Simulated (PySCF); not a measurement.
In(Cl)2(vinyl) (C₂H₃Cl₂In), SMILES C=[CH][In]([Cl])[Cl]. Atoms are numbered in the order given.

```xyz
8

In    -0.1367     0.0438     0.0000
Cl    -0.6538     2.3425     0.0000
Cl     2.1835    -0.4124     0.0000
C     -1.4943    -1.6035     0.0000
C     -1.0211    -2.8549     0.0000
H     -2.5718    -1.4075     0.0000
H     -1.6950    -3.7213     0.0000
H      0.0513    -3.0791     0.0000
```

Coordinates come from a B3LYP-D3(BJ)/def2-SVP optimisation. The structure was generated by enumeration; whether it is a known compound was not checked. The def2 effective core potentials stand for the cores of In; spin–orbit coupling is left out. One conformer was computed; it need not be the lowest.

Level of theory: ωB97X/def2-TZVP run with PySCF.

ESP charges are fitted to the potential on shells at 1.4 to 2.0 van der Waals radii. Atomic charges (e):

```
atom  Mulliken  ESP fit  Löwdin
----  --------  -------  ------
In1       0.87     0.75    0.03
Cl2      -0.36    -0.32     [?]
Cl3      -0.37    -0.32     [?]
C4       -0.34    -0.29   -0.35
C5       -0.26    -0.30   -0.18
H6        0.16     0.15     [?]
H7        0.14     0.18     [?]
H8        0.16     0.15     [?]
```

Q: Fill in the missing entries. (The exact figures need the calculation; the answer reports its results.)

A: 
- Cl2, Löwdin: 0.06
- Cl3, Löwdin: 0.04
- H6, Löwdin: 0.15
- H7, Löwdin: 0.13
- H8, Löwdin: 0.14
